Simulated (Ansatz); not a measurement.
Mulliken charges of C2H6OZn (`[CH3][Zn][CH2]O`) from PBE/def2-TZVPP in Ansatz (PBE0-D4/def2-TZVP geometry).

| atom | x (Å) | y (Å) | z (Å) | charge (e) |
| --- | --- | --- | --- | --- |
| C1 | -1.118 | 1.787 | -0.649 | -0.432 |
| Zn2 | -0.302 | 0.160 | 0.035 | 0.212 |
| C3 | 0.564 | -1.496 | 0.675 | -0.123 |
| O4 | 1.737 | -1.848 | -0.071 | -0.318 |
| H5 | -0.489 | 2.253 | -1.413 | 0.097 |
| H6 | -1.272 | 2.516 | 0.150 | 0.097 |
| H7 | -2.091 | 1.575 | -1.101 | 0.100 |
| H8 | -0.134 | -2.326 | 0.525 | 0.097 |
| H9 | 0.776 | -1.484 | 1.753 | 0.087 |
| H10 | 2.412 | -1.189 | 0.100 | 0.184 |

Question: By hand: the dipole of these point charges (1 e Å = 4.8032 D).

Answer: Σ q r = (-0.084, 0.080, 0.217) e Å, of length 0.246 e Å = 1.18 D.

Question: How does the dipole of the full density compare? (An estimate is asked.)

Answer: Computed: (-0.008, 0.238, 0.170) e Å, 1.41 D; the point charges give 0.84 times that, at 38° from its direction.

Point charges leave out the atoms' own dipoles, such as those of lone pairs, and Mulliken's split depends on the basis, so the two needn't agree.
